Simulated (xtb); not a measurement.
OPb, triplet, geometry from GFN2-xTB of the parent state (such geometries of metal compounds can be far from the true shape); GFN2-xTB in xtb 6.7.1.

Input for xtb:
```
$ xtb mol.xyz --gfn 2 --chrg 0 --uhf 2 --json

# file mol.xyz
2

Pb    -0.00000000    -0.00000000    -0.17063348
O      0.00000000     0.00000000     1.74899315
```

Problem. What does xtb print? Leave out banner, timings and long lists.

Solution. 
```
   ID    Z sym.   atoms
    1   82 Pb     1
    2    8 O      2

           -------------------------------------------------
          |                Calculation Setup                |
           -------------------------------------------------

           -------------------------------------------------
          |                 G F N 2 - x T B                 |
           -------------------------------------------------

          ...................................................
          :                      SETUP                      :
          :.................................................:
          :  # basis functions                   8          :
          :  # atomic orbitals                   8          :
          :  # shells                            4          :
          :  # electrons                        10          :
          :  max. iterations                   250          :
          :  Hamiltonian                  GFN2-xTB          :
          :  restarted?                      false          :
          :  GBSA solvation                  false          :
          :  PC potential                    false          :
          :  electronic temp.          300.0000000     K    :
          :  accuracy                    1.0000000          :
          :  -> integral cutoff          0.2500000E+02      :
          :  -> integral neglect         0.1000000E-07      :
          :  -> SCF convergence          0.1000000E-05 Eh   :
          :  -> wf. convergence          0.1000000E-03 e    :
          :  Broyden damping             0.4000000          :
          :  net charge                          0          :
          :  unpaired electrons                  2          :
          ...................................................

 iter      E             dE          RMSdq      gap      omega  full diag
   1     -6.1791707 -0.617917E+01  0.118E+01    0.00       0.0  T
   2     -6.1797619 -0.591237E-03  0.759E+00    0.00       1.0  T
   3     -6.1798340 -0.721248E-04  0.101E+00    0.00       1.0  T
   4     -6.1798767 -0.427168E-04  0.129E-01    0.00       1.0  T
   5     -6.1798845 -0.771574E-05  0.370E-02    0.00       1.9  T
   6     -6.1798849 -0.460828E-06  0.179E-02    0.00       4.0  T
   7     -6.1798849 -0.164033E-07  0.765E-04    0.00      92.5  T
   8     -6.1798849 -0.135481E-09  0.720E-04    0.00      98.3  T

   *** convergence criteria satisfied after 8 iterations ***

 transition dipole moment (au) for excitation:           5           6
     X       Y       Z
   0.0659  -0.1616   0.0000  total (au/Debye):    0.175   0.444
 dE (eV)             :    4.363
 oscillator strength :  0.46063E-02

         :::::::::::::::::::::::::::::::::::::::::::::::::::::
         ::                     SUMMARY                     ::
         :::::::::::::::::::::::::::::::::::::::::::::::::::::
         :: total energy              -6.177277604850 Eh    ::
         :: gradient norm              0.050154596940 Eh/a0 ::
         :: HOMO-LUMO gap              0.000000000000 eV    ::
         ::.................................................::
         :: SCC energy                -6.179884930171 Eh    ::
         :: -> isotropic ES            0.046718806705 Eh    ::
         :: -> anisotropic ES          0.000537817688 Eh    ::
         :: -> anisotropic XC         -0.002544915163 Eh    ::
         :: -> dispersion             -0.000599214707 Eh    ::
         :: repulsion energy           0.002607325320 Eh    ::
         :: add. restraining           0.000000000000 Eh    ::
         :: total charge               0.000000000022 e     ::
         :::::::::::::::::::::::::::::::::::::::::::::::::::::

           -------------------------------------------------
          |                Property Printout                |
           -------------------------------------------------

    * Orbital Energies and Occupations

         #    Occupation            Energy/Eh            Energy/eV
      -------------------------------------------------------------
         1        2.0000           -0.8828975             -24.0249
         2        2.0000           -0.6107042             -16.6181
         3        2.0000           -0.4279943             -11.6463
         4        2.0000           -0.4279943             -11.6463
         5        1.0000           -0.4061235             -11.0512
         6        0.5000           -0.2458016              -6.6886 (HOMO)
         7        0.5000           -0.2458016              -6.6886 (LUMO)
         8                         -0.0617014              -1.6790
      -------------------------------------------------------------
                  HL-Gap            0.0000000 Eh            0.0000 eV
             Fermi-level           -0.3312656 Eh           -9.0142 eV

     #   Z          covCN         q      C6AA      α(0)
     1  82 Pb       0.824     0.490   531.452    51.046
     2   8 O        0.824    -0.490    23.581     6.510

 Mol. C6AA /au·bohr⁶  :        760.546304
 Mol. C8AA /au·bohr⁸  :      96229.651838
 Mol. α(0) /au        :         57.555444

Wiberg/Mayer (AO) data.
largest (>0.10) Wiberg bond orders for each atom

 ---------------------------------------------------------------------------
     #   Z sym  total        # sym  WBO       # sym  WBO       # sym  WBO
 ---------------------------------------------------------------------------
     1  82 Pb   0.869 --     2 O    0.869
     2   8 O    0.869 --     1 Pb   0.869
 ---------------------------------------------------------------------------

Topologies differ in total number of bonds
Writing topology from bond orders to xtbtopo.mol

molecular dipole:
                 x           y           z       tot (Debye)
 q only:        0.000       0.000      -1.777
   full:        0.000       0.000      -2.023       5.141
molecular quadrupole (traceless):
                xx          xy          yy          xz          yz          zz
 q only:        2.650       0.000       2.650       0.000       0.000      -5.301
  q+dip:        2.973       0.000       2.973      -0.000      -0.000      -5.945
   full:        2.059       0.000       2.059       0.000      -0.000      -4.118

           -------------------------------------------------
          | TOTAL ENERGY               -6.177277604850 Eh   |
          | GRADIENT NORM               0.050154596940 Eh/α |
          | HOMO-LUMO GAP               0.000000000000 eV   |
           -------------------------------------------------

normal termination of xtb
```
